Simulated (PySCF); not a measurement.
C7H8O.
Bonds: C1–C2 (double), C2–C3, C3–C4, C3–C5 (double), C5–C6 (double), C6–C7, C7–O8 (double). Hydrogens: H9, H10 on C1; H11 on C2; H12, H13, H14 on C4; H15 on C6; H16 on C7.

Structure optimised with GFN2-xTB, isolated species.

Some entries are withheld. Bonds in one row agree within 0.01 Å.

| coordinate | value |
| --- | --- |
| C1=C2 | ? |
| C2–C3 | ? |
| C3–C4 | ? |
| C3=C5 | ? |
| C5=C6 | 1.307 Å |
| C6–C7 | 1.463 Å |
| C7=O8 | 1.204 Å |
| C1–H9 | 1.076 Å |
| C1–H10 | 1.076 Å |
| C2–H11 | 1.082 Å |
| C4–H12, C4–H13, C4–H14 | 1.088 Å |
| C6–H15 | 1.083 Å |
| C7–H16 | 1.107 Å |
| C1–C2–C3 | ? |
| C2–C3–C4 | 119.8° |
| C2–C3–C5 | 119.4° |
| C4–C3–C5 | ? |
| C3–C5–C6 | ? |
| C5–C6–C7 | 122.2° |
| C6–C7–O8 | 124.7° |

Question: Estimate the withheld lengths and angles.

Answer: 
- C1=C2 = 1.327 Å, drawn double (terminal =CH2 carbon to alkene CH carbon); 0.13 Å below the sum of covalent radii, 1.46 Å.
- C2–C3 = 1.460 Å, drawn single (alkene CH carbon to outer carbon of cumulated double bonds); equal to the sum of covalent radii, 1.46 Å.
- C3–C4 = 1.504 Å, drawn single (outer carbon of cumulated double bonds to methyl carbon); 0.01 Å above the sum of covalent radii, 1.49 Å.
- C3=C5 = 1.307 Å, drawn double (outer carbon of cumulated double bonds to central carbon of cumulated double bonds); 0.11 Å below the sum of covalent radii, 1.42 Å.
- C1–C2–C3 = 125.1°, at the alkene CH carbon; the outer atoms are 2.474 Å apart.
- C4–C3–C5 = 120.8°, at the outer carbon of cumulated double bonds; the outer atoms are 2.446 Å apart.
- C3–C5–C6 = 177.5°, at the central carbon of cumulated double bonds; the outer atoms are 2.613 Å apart.

Radii are Cordero's, carbon taken as 0.76, 0.73 or 0.69 Å for four, three, and two or fewer neighbours.

No GFN2-xTB frequencies stand behind this structure, so it isn't proved a minimum. One conformer, not necessarily the lowest (C1–C2–C3–C4 -1°, C5–C6–C7–O8 178°).

The numbers are calculated, not measured.
